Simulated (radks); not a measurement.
Nd3.5+, 56.5 electrons, occupied as [Kr] 4d10 4f(up 2, down 2) 5p6 5s(up 0.25, down 0.25) (fractional occupations, a model configuration). Method: scalar-relativistic Kohn-Sham, PBEsol, spin-polarised, spherical densities, point nucleus; computed with a radial shooting solver on a logarithmic mesh with Libxc functionals. Some entries of the table are withheld. Estimate them.

orbital,occ.,eigenvalue (hartree),<1/r> (bohr^-1),<r^2> (bohr^2)
1s,2,(1),66.03,0.0007602
2s,2,-259.1787,15.25,0.01204
2p,6,-231.8549,14.38,0.009627
3s,2,-57.21092,5.560,(2)
3p,6,-48.59491,5.255,0.08112
3d,10,-36.63853,4.987,0.06881
4s,2,-12.38677,2.326,0.4166
4p,6,-9.56577,(3),0.4709
4d,10,-5.55583,1.873,0.5799
5s,0.5,-2.70270,0.9225,2.304
5p,6,-1.98733,0.7985,3.002
4f,4,-1.30920,1.314,1.266

Answer. 
(1) 1s eigenvalue (hartree): -1595.667
(2) 3s <r^2> (bohr^2): 0.08109
(3) 4p <1/r> (bohr^-1): 2.143
